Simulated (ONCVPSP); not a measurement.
**Cutoff test, Au, ONCV**

```json
{
  "Element": "gold (Au)",
  "Generator": "ONCVPSP 4.0.1",
  "Type": "optimised norm-conserving Vanderbilt (ONCV)",
  "Functional": "PBE",
  "Relativity": "fully relativistic",
  "Frozen core": "[Kr] 4d10 4f14",
  "Valence charge": "19",
  "Reference configuration": "5s2 5p6 5d10 6s1",
  "Partial waves": "5s+6s: rc 1.40 bohr, ncon 4, nbas 9, qcut 7.3 1/bohr, 3 projectors, debl 1 Ha; 5p: rc 1.85 bohr, ncon 4, nbas 8, qcut 8.7 1/bohr, 2 projectors, debl 1.1 Ha; 5d: rc 2.25 bohr, ncon 4, nbas 9, qcut 7.5 1/bohr, 2 projectors, debl 2.1 Ha",
  "Local potential": "polynomial inside 1.40 bohr (lpopt 5, dvloc0 0 Ha)",
  "Core correction": "polynomial model core, fcfact 0.7"
}
```

Open shells are filled in proportion to 2j + 1.

In the p channel the program set the typed energies aside and used -2.034, 0.250 Ha (j = l + 1/2; the other j can differ).

Q: For each optimised wave give the share of its norm inside rc, the residual kinetic energy above qcut (Ha) and the cutoffs (Ha) for errors of 10, 1, 0.1 and 0.01 mHa per electron.

A:

```tsv
wave	norm inside rc	residual KE	10 mHa	1 mHa	0.1 mHa	0.01 mHa
5s	0.930	2.4e-04	18.7	23.5	52.4	122.7
6s	0.047	1.3e-04	15.2	22.1	27.7	87.2
s projector 3	0.044	1.8e-04	15.9	22.8	28.3	65.9
5p j=3/2	0.958	1.5e-08	11.6	14.4	17.2	26.5
p projector 2 j=3/2	0.102	5.2e-08	9.5	12.7	22.8	29.4
5p j=1/2	0.980	6.9e-09	15.1	19.3	23.1	26.4
p projector 2 j=1/2	0.136	4.9e-08	11.8	15.6	18.6	23.4
5d j=5/2	0.824	4.3e-08	14.1	18.0	21.1	23.6
d projector 2 j=5/2	0.181	2.2e-07	14.2	18.4	21.8	24.6
5d j=3/2	0.856	6.1e-08	14.7	18.4	21.5	23.9
d projector 2 j=3/2	0.189	3.3e-07	14.7	18.8	22.2	24.9
```

The occupied waves need 24 Ha and 52 Ha for 1 and 0.1 mHa. Its largest configuration-test error is -351 meV.
